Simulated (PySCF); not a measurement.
The isolated species `[SiH3][S][GeH]1[CH]=CC=[CH]1` is ionised with Mg Kα (hν = 1253.6 eV). Calculated photoelectron kinetic energies of its computed core levels, recoil neglected:

| line | kinetic energy (eV) |
| --- | --- |
| 1 | 1146.63 |
| 2 | 1146.01 |
| 3 | 963.86 |
| 4 | 962.99 |

Level of theory: PySCF, delta-SCF UKS SCAN, pcX-2 on the ionised atom, pcseg-1 elsewhere, spin-free X2C.

Q: Which element, shell and site does each line come from? Numbering: `[SiH3:1][S:2][GeH:3]1[CH:4]=[CH:5][CH:6]=[CH:7]1`.

A: Against the vacuum level, binding energy = hν − kinetic energy.

```
line  binding energy (eV)     level  atoms       environment
   1               106.97  Si 2p3/2    Si1      SiH3 silicon
   2               107.59  Si 2p1/2    Si1      SiH3 silicon
   3               289.74      C 1s  C4/C7  alkene CH carbon
   4               290.61      C 1s  C5/C6  alkene CH carbon
```

Out of reach at this photon energy: Si 1s (1846.8 eV), S 1s (2476.1 eV).

Q: Where does line 4 move with hν = 1000.0 eV?

A: To 1000.0 − 290.61 = 709.39 eV; every photoline shifts by the change in photon energy, -253.6 eV.

The listed C 1s values span 0.87 eV, from C4/C7 (bonded to C (double bond), H and Ge) to C5/C6 (bonded to C (double bond), C and H). Summing the Pauling electronegativity differences to the bonded atoms, each weighted by its formal bond order, gives -0.89 for the lowest site and -0.35 for the highest.

Q: Give the binding energy of Si 2p3/2 of Si1 in hartree and in kJ/mol.

A: 106.97 eV = 3.9311 Eh = 10321 kJ/mol.

Other core shells, valence and Auger electrons aren't listed. One atom of each set of topologically equivalent atoms was ionised and stands for the set; in this conformer not all members are related by symmetry, and their own values weren't computed. Not every level is listed. Spin contamination (⟨S²⟩ against 0.75 for a pure doublet) is marked for C 1s of C5/C6 (0.92), which makes this value less certain. 2p3/2 and 2p1/2 are the ΔSCF energy of one spin-free 2p hole plus the eigenvalues of a spin–orbit and ligand-field matrix of the shell. 2p1/2 minus 2p3/2 (ligand field included): Si 0.62 eV. No level of germanium is listed. Isolated species at its PBE0-D3(BJ)/def2-SVP geometry (one conformer only).

On one thread of an Arm Neoverse N1, on a shared host, this took 1.7 min and 0.78 GiB of memory at its peak.

Conformer computed: `[SiH3:1][S:2][GeH:3]1[CH:4]=[CH:5][CH:6]=[CH:7]1`: Si1–S2–Ge3–C4 -64°.
